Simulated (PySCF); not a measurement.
B(OH)2(OEt) (C2H7BO3), SMILES CCOB(O)O. Atoms are numbered in the order given.

```xyz
13

B      0.0051     0.9461    -0.0391
O      0.3323     2.0785    -0.7323
H     -0.2837     2.8057    -0.6264
O     -1.0985     0.8187     0.7691
H     -1.6386     1.6071     0.8493
O      0.8460    -0.1072    -0.1759
C      0.5910    -1.3391     0.4585
C     -0.3673    -2.1942    -0.3431
H      1.5623    -1.8493     0.5608
H      0.1933    -1.1746     1.4746
H      0.0118    -2.3451    -1.3652
H     -0.4957    -3.1810     0.1280
H     -1.3554    -1.7139    -0.4049
```

Coordinates come from a PBE0-D3(BJ)/def2-SVP optimisation. The values are those of a single conformer.

Computed with PBE0/pcSseg-1 in PySCF.

GIAO shieldings, no solvent; atoms listed in one row are averaged. δ = σ(ref) − σ: ¹¹B against BF3 (σ = 88.8 ppm); ¹⁷O against H2O (σ = 334.2 ppm); ¹H against TMS (σ = 31.56 ppm); ¹³C against TMS (σ = 186.3 ppm), references at their B3LYP-D3(BJ)/def2-TZVP geometries, non-relativistic.

Computed chemical shifts:
```json
[
 {"nucleus": "¹¹B", "atoms": "B1", "count": "1", "δ (ppm)": "6.2"},
 {"nucleus": "¹⁷O", "atoms": "O6", "count": "1", "δ (ppm)": "95.8"},
 {"nucleus": "¹⁷O", "atoms": "O2", "count": "1", "δ (ppm)": "86.2"},
 {"nucleus": "¹⁷O", "atoms": "O4", "count": "1", "δ (ppm)": "83.7"},
 {"nucleus": "¹H", "atoms": "H10", "count": "1", "δ (ppm)": "4.31"},
 {"nucleus": "¹H", "atoms": "H9", "count": "1", "δ (ppm)": "3.95"},
 {"nucleus": "¹H", "atoms": "H3, H5", "count": "2", "δ (ppm)": "2.26"},
 {"nucleus": "¹H", "atoms": "H11, H12, H13", "count": "3", "δ (ppm)": "1.46"},
 {"nucleus": "¹³C", "atoms": "C7", "count": "1", "δ (ppm)": "62.7"},
 {"nucleus": "¹³C", "atoms": "C8", "count": "1", "δ (ppm)": "20.8"}
]
```
